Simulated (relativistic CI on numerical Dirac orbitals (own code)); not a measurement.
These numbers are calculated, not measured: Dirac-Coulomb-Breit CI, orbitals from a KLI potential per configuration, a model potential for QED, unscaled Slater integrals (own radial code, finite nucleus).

Configurations in the expansion (outside the closed core 1s2): 2s²2p⁵, 2s2p⁶, 2p⁶3s, 2p⁶3p, 2p⁶3d, 2s²2p⁴3s, 2s²2p⁴3p, 2s²2p⁴3d, 2s2p⁵3s, 2s2p⁵3p, 2s2p⁵3d, 2s²2p⁴4s, 2s²2p⁴4p, 2s²2p⁴4d, 2s²2p⁴4f, 2s2p⁵4s, 2s2p⁵4p, 2s2p⁵4d, 2s2p⁵4f, 2s²2p³3s², 2s²2p⁴5s, 2s²2p³3s3p, 2s²2p⁴5p, 2s²2p⁴5d, 2s²2p⁴5f, 2s²2p⁴5g, 2s²2p³3p², 2s²2p³3s3d, 2s²2p³3p3d, 2s2p⁴3s², 2s²2p³3d², 2s2p⁴3s3p, 2s2p⁴3p², 2s2p⁴3s3d, 2s2p⁵5s, 2s2p⁵5p. Levels of other configurations are missing.

At this charge energies of transitions that change n are usually good to better than 1 %, and those within a shell (Δn = 0) to a few per cent.

Outline of the computed level scheme of In XLI. Lowest level of each configuration: 2s²2p⁵ ²P°3/2 at 0.00 eV; 2s2p⁶ ²S1/2 at 487.15 eV; 2s²2p⁴3s ⁴P5/2 at 3485.16 eV; 2s²2p⁴3p ⁴P°3/2 at 3560.16 eV; 2s²2p⁴3d ⁴D3/2 at 3707.75 eV; 2s2p⁵3s ⁴P°5/2 at 3935.14 eV.

Some strong electric-dipole decays among the lowest 45 levels: 2s²2p⁴3d ²D3/2 → 2s²2p⁵ ²P°3/2 (2.1e+14 s⁻¹); 2s²2p⁴3d ²D5/2 → 2s²2p⁵ ²P°3/2 (1.9e+14 s⁻¹); 2s²2p⁴3d ²D5/2 → 2s²2p⁵ ²P°3/2 (1.9e+14 s⁻¹); 2s²2p⁴3d ²P1/2 → 2s²2p⁵ ²P°3/2 (1.3e+14 s⁻¹); 2s²2p⁴3d ⁴F5/2 → 2s²2p⁵ ²P°3/2 (8.6e+13 s⁻¹); 2s²2p⁴3d ²D3/2 → 2s²2p⁵ ²P°3/2 (7.0e+13 s⁻¹); 2s²2p⁴3s ²D5/2 → 2s²2p⁵ ²P°3/2 (3.9e+13 s⁻¹); 2s²2p⁴3s ²P3/2 → 2s²2p⁵ ²P°3/2 (3.5e+13 s⁻¹).

LS names give the leading component of a level, which can be under half, so a name can repeat, a term be missing and a line seem to break the LS rules.
